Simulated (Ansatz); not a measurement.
Start from `FC(I)CI` and change one atom or group to get `CC(F)I`.

Ansatz, PBE0-D4/def2-TZVP geometries, multiplicity 1. Each molecule was computed in one conformer, which needn't be the lowest.

Elements past krypton have def2 core potentials.  Spin–orbit coupling is left out; it splits and shifts lone-pair levels of the heavy atoms by tenths of an eV.

```csv
property,`FC(I)CI`
LUMO energy (PBE0/def2-TZVPP) / eV,-1.78
HOMO–LUMO gap (B3LYP/def2-TZVPP) / eV,5.39
"ideal-gas entropy at 298 K and 1 bar (rigid rotor, harmonic PBE0-D4/def2-TZVP) / J/(mol·K)",363
HOMO energy (PBE/def2-TZVPP) / eV,-6.48
HOMO–LUMO gap (PBE0/def2-TZVPP) / eV,5.86
zero-point energy (PBE0-D4/def2-TZVP) / kJ/mol,126.4
```

(1) What does the change do to each property? (An estimate is asked.)

## Answers

(1) Ansatz gave: 
| property | `CC(F)I` | shift |
| --- | --- | --- |
| LUMO energy (PBE0/def2-TZVPP) / eV | -1.02 | 0.76 |
| HOMO–LUMO gap (B3LYP/def2-TZVPP) / eV | 5.95 | 0.56 |
| ideal-gas entropy at 298 K and 1 bar (rigid rotor, harmonic PBE0-D4/def2-TZVP) / J/(mol·K) | 313 | -50 |
| HOMO energy (PBE/def2-TZVPP) / eV | -6.29 | 0.19 |
| HOMO–LUMO gap (PBE0/def2-TZVPP) / eV | 6.45 | 0.59 |
| zero-point energy (PBE0-D4/def2-TZVP) / kJ/mol | 152.1 | 25.7 |

With PBE0 the HOMO rises by 0.17 eV and the LUMO rises by 0.76 eV, so the gap widens by about 0.59 eV. PBE moves the HOMO by 0.19 eV and ωB97M-V by 0.16 eV.

B3LYP here is the variant with VWN-RPA as its local correlation; programs differ in this.
